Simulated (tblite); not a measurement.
C4H9BO.
SMILES with atom numbers: `[BH3-:1][O+:2]1[CH:3]=[CH:4][CH2:5][CH2:6]1` (hydrogens: H7, H8, H9 on B1; H10 on C3; H11 on C4; H12, H13 on C5; H14, H15 on C6)
Bond orders are those of one Lewis drawing.

Computed with GFN2-xTB (tblite), gas phase: L-BFGS steps from a force-field or distance-geometry start until the largest atomic force falls under 0.01 eV/Å.

Step 13: E = -501.2487 eV
```
atom  x, y, z in Å  |  force x, y, z in eV/Å
B1     -2.0898    0.2691   -0.1682    0.156  -0.091   0.053
O2     -0.5000    0.4016    0.4903   -0.172  -0.040  -0.134
C3      0.4169    1.2511   -0.0914   -0.135  -0.044   0.027
C4      1.5688    0.6648   -0.3740   -0.032   0.228  -0.198
C5      1.4242   -0.8138   -0.1938   -0.059  -0.135   0.047
C6      0.1992   -0.8371    0.7156   -0.121   0.082   0.084
H7     -1.9901   -0.1464   -1.2675    0.221  -0.036  -0.153
H8     -2.6250   -0.4806    0.5663    0.056  -0.104   0.180
H9     -2.5107    1.3571   -0.1005    0.021   0.362   0.020
H10     0.0920    2.2617   -0.2599    0.001  -0.019   0.189
H11     2.4501    1.1334   -0.7499    0.107   0.089  -0.197
H12     1.2563   -1.2621   -1.1741   -0.143  -0.132  -0.089
H13     2.2750   -1.3210    0.2435    0.165   0.031   0.201
H14    -0.5097   -1.6436    0.5853   -0.002  -0.205  -0.203
H15     0.5385   -0.8261    1.7563   -0.064   0.016   0.171
```

Step 14: E = -501.2683 eV
```
atom  x, y, z in Å  |  force x, y, z in eV/Å
B1     -2.0844    0.2754   -0.1644    0.136  -0.084   0.077
O2     -0.5013    0.4059    0.5158   -0.097  -0.015  -0.172
C3      0.4097    1.2486   -0.0850   -0.031   0.015  -0.023
C4      1.5627    0.6676   -0.3778   -0.086   0.151  -0.253
C5      1.4244   -0.8133   -0.1852   -0.002  -0.002  -0.003
C6      0.1908   -0.8388    0.7142   -0.005  -0.037   0.083
H7     -1.9459   -0.1458   -1.2623    0.133   0.017  -0.051
H8     -2.6301   -0.4740    0.5699    0.093  -0.055   0.085
H9     -2.5088    1.3675   -0.0986    0.068   0.237  -0.028
H10     0.0880    2.2570   -0.2710   -0.040  -0.003   0.230
H11     2.4320    1.1346   -0.7926   -0.007   0.033  -0.098
H12     1.2567   -1.2665   -1.1645   -0.036  -0.148  -0.031
H13     2.2818   -1.2993    0.2717    0.042   0.015   0.079
H14    -0.5157   -1.6420    0.5591   -0.050  -0.210  -0.209
H15     0.5355   -0.8689    1.7488   -0.117   0.087   0.312
```

**Question.** Estimate the geometry and energy of step 15. (The exact step hangs on the optimiser's Hessian estimate; all steps are aligned on step 14, rigid shifts and turns removed.)

**Answer.** E = -501.2811 eV, largest force 0.387 eV/Å
```
atom  x, y, z in Å  |  force x, y, z in eV/Å
B1     -2.0782    0.2780   -0.1622    0.090  -0.020   0.070
O2     -0.5049    0.4052    0.5214   -0.028  -0.002  -0.119
C3      0.4046    1.2469   -0.0822    0.045   0.023  -0.067
C4      1.5584    0.6712   -0.3838   -0.136   0.012  -0.228
C5      1.4240   -0.8131   -0.1807    0.027   0.085  -0.042
C6      0.1852   -0.8402    0.7145    0.062  -0.124   0.039
H7     -1.9205   -0.1459   -1.2613    0.059   0.055   0.032
H8     -2.6287   -0.4716    0.5745    0.116  -0.009   0.009
H9     -2.5056    1.3771   -0.0972    0.122   0.071  -0.058
H10     0.0866    2.2548   -0.2695   -0.083   0.043   0.228
H11     2.4228    1.1361   -0.8157   -0.065   0.010  -0.043
H12     1.2511   -1.2716   -1.1592    0.055  -0.135   0.052
H13     2.2860   -1.2863    0.2890   -0.061   0.024  -0.028
H14    -0.5166   -1.6466    0.5426   -0.033  -0.148  -0.171
H15     0.5314   -0.8860    1.7477   -0.170   0.114   0.328
```

The energy changes by -0.0128 eV. The first-order estimate −F·Δx gives -0.0174 eV and the mean of the old and new forces, exact on a quadratic surface, -0.0128 eV. The step makes an angle of 65° with the force vector and moves no atom by more than 0.025 Å.

What follows is the cost of the whole relaxation. Hardware: one thread, Arm Neoverse N1 (aarch64) (shared host). Cost: 0.59 s.
